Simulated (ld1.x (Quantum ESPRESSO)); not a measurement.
Logarithmic derivatives: copper (Cu), TM

Cu, norm-conserving Troullier–Martins (Kleinman–Bylander form), made with ld1.x (Quantum ESPRESSO) 7.5 (PBE, scalar-relativistic). Core [Ne], reference 3s2 3p6 3d10 4s1 4p0. Waves: 3s (bound): rc 1.15 bohr; 3p (bound): rc 0.80 bohr; 3d (bound): rc 1.30 bohr. Local part: the d channel. Core correction: none.

Occupied shells without a wave of their own: 4s. They enter only through the test configuration that unscreens the potential.

The phase is arctan(r·u′/u) with u = r·R(r), unwrapped; energies in Ry, scanned from -10 to 5 Ry. A pole is an energy at which the radial function vanishes at the test radius. The pseudo phase is shifted by a multiple of π to meet the all-electron one at the reference energy, and phase errors are pseudo minus all-electron; the curves can meet again beyond the range given. Levels narrower than the energy grid can be missing from the lists of poles.

```csv
channel,radius (bohr),reference energy (Ry),"poles, all-electron","poles, pseudo",unbroken range about the reference energy with phases within 0.05 rad,phase error 1 Ry above the reference energy (rad)
s,1.40,-8.43,-7.88,"-7.88, 4.24",below -0.4,+0.002
p,1.40,-5.30,-4.54,-4.53,below 1.6,+0.004
d,1.40,-0.37,0.93,1.01,below 3.5,+0.011
```

The potential misses its own reference levels by up to 0.4 eV.

Phases in the d channel:

| E (Ry) | all-electron | pseudo |
| --- | --- | --- |
| -10.00 | 1.349 | 1.352 |
| -9.76 | 1.347 | 1.349 |
| -9.52 | 1.344 | 1.347 |
| -9.28 | 1.341 | 1.344 |
| -9.04 | 1.338 | 1.341 |
| -8.80 | 1.335 | 1.338 |
| -8.56 | 1.331 | 1.335 |
| -8.32 | 1.328 | 1.331 |
| -8.08 | 1.324 | 1.328 |
| -7.84 | 1.320 | 1.324 |
| -7.60 | 1.316 | 1.320 |
| -7.36 | 1.312 | 1.316 |
| -7.12 | 1.308 | 1.312 |
| -6.88 | 1.303 | 1.307 |
| -6.64 | 1.298 | 1.302 |
| -6.40 | 1.292 | 1.297 |
| -6.16 | 1.287 | 1.292 |
| -5.92 | 1.280 | 1.286 |
| -5.68 | 1.274 | 1.279 |
| -5.44 | 1.267 | 1.272 |
| -5.20 | 1.259 | 1.265 |
| -4.96 | 1.251 | 1.257 |
| -4.72 | 1.241 | 1.248 |
| -4.48 | 1.231 | 1.238 |
| -4.24 | 1.220 | 1.227 |
| -4.00 | 1.207 | 1.215 |
| -3.76 | 1.193 | 1.201 |
| -3.52 | 1.177 | 1.185 |
| -3.28 | 1.158 | 1.167 |
| -3.04 | 1.135 | 1.146 |
| -2.80 | 1.109 | 1.120 |
| -2.56 | 1.077 | 1.089 |
| -2.32 | 1.036 | 1.049 |
| -2.08 | 0.984 | 0.998 |
| -1.84 | 0.914 | 0.929 |
| -1.60 | 0.815 | 0.832 |
| -1.36 | 0.668 | 0.685 |
| -1.12 | 0.437 | 0.454 |
| -0.88 | 0.076 | 0.088 |
| -0.64 | -0.394 | -0.390 |
| -0.40 | -0.815 | -0.815 |
| -0.16 | -1.099 | -1.098 |
| 0.08 | -1.279 | -1.275 |
| 0.32 | -1.398 | -1.391 |
| 0.56 | -1.481 | -1.471 |
| 0.80 | -1.543 | -1.531 |
| 1.04 | -1.591 | -1.577 |
| 1.28 | -1.631 | -1.614 |
| 1.52 | -1.664 | -1.645 |
| 1.76 | -1.693 | -1.671 |
| 2.00 | -1.719 | -1.694 |
| 2.24 | -1.743 | -1.716 |
| 2.48 | -1.766 | -1.735 |
| 2.72 | -1.787 | -1.753 |
| 2.96 | -1.808 | -1.770 |
| 3.20 | -1.829 | -1.786 |
| 3.44 | -1.851 | -1.803 |
| 3.68 | -1.872 | -1.819 |
| 3.92 | -1.895 | -1.835 |
| 4.16 | -1.919 | -1.851 |
| 4.40 | -1.944 | -1.868 |
| 4.64 | -1.972 | -1.885 |
| 4.88 | -2.002 | -1.903 |
